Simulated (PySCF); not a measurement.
## Electron correlation in B⁺ (boron, charge +1)

[He] 2p2, high-spin 3P determinant (an excited configuration). All numbers are calculated (PySCF 2.14, the non-relativistic Hamiltonian (point nucleus), in aug-cc-pVTZ with one added diffuse shell each of s, p, d, f type (6s5p4d3f, 62 functions)). Frozen: 1s2; 2 electrons correlated.

With two correlated electrons CCSD is exact within the correlated space (frozen core and kept virtual orbitals).

```json
{"level": "CCSD", "correlation energy (mhartree)": "-9.05"}
```

Diagnostics: T1 = 0.0011, D1 = 0.0016, largest double amplitude 0.027.

Question: Is a single reference adequate?

Answer: Yes: T1 lies below 0.03 and no double amplitude reaches 0.07.
